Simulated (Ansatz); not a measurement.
`B[O][GeH2][F]` + NH₃ → `[NH2][GeH2][F]` + `BO` at 500 K and 1 bar (ligand exchange at a Ge–O bond).

Gas-phase electronic energies from Ansatz, PBE0-D4/def2-TZVP geometries. CBS: MP2 limit from def2 TZ/QZ plus the TZ coupled-cluster correction, frozen cores. This one scheme is used for every species. For Ge outer-core shells are correlated without core-valence functions, which leaves a few kJ/mol of doubt a bond. Scalar relativity is left out up to krypton. One conformer a species, not always the lowest.

```
         species  CCSD(T)/CBS energy (Eh)  H − E (kJ/mol)  S (J/(mol·K))
 `B[O][GeH2][F]`              -2278.36226           154.3          380.4
             NH₃                -56.50880           108.2          211.8
`[NH2][GeH2][F]`              -2233.06137           149.2          340.4
            `BO`               -101.80414           113.6          256.0
```

H − E and S are ideal-gas, rigid-rotor, harmonic terms from PBE0-D4/def2-TZVP, for one conformer and one mirror image of each species. 1 Eh = 2625.50 kJ/mol, R = 8.31446 J/(mol·K).

By hand: ΔE, ΔH, ΔS and ΔG.

ΔE = (-2233.06137) + (-101.80414) − (-2278.36226) − (-56.50880) = 0.00555 Eh = 14.6 kJ/mol. Δ(H − E) = 149.2 + 113.6 − 154.3 − 108.2 = 0.3, so ΔH = 14.9 kJ/mol. ΔS = 340.4 + 256.0 − 380.4 − 211.8 = 4.2 J/(mol·K). ΔG = 14.9 − 500 × (4.2)/1000 = 12.8 kJ/mol.

By hand: the equilibrium constant, and the temperature at which ΔG would vanish if ΔH and ΔS stayed fixed.

log₁₀ K = −ΔG/(RT ln 10) = -1.3. ΔG = 0 at ΔH/ΔS = 3548 K, far beyond where these terms or the molecules hold.

The number of gas molecules stays the same, so ΔS is small and ΔH decides. A doubt of 5 kJ/mol in ΔE shifts log₁₀ K by 0.5 here. Other conformers and mirror images would add mixing entropy, several J/(mol·K) or more a flexible species. Modes under 60 cm⁻¹, often nearly free rotors, make the harmonic entropy too high. These are equilibria of isolated gas molecules and say nothing of rates. Largest T1 diagnostic: 0.014 (customary marks: 0.02 for closed shells, 0.045 for open ones).
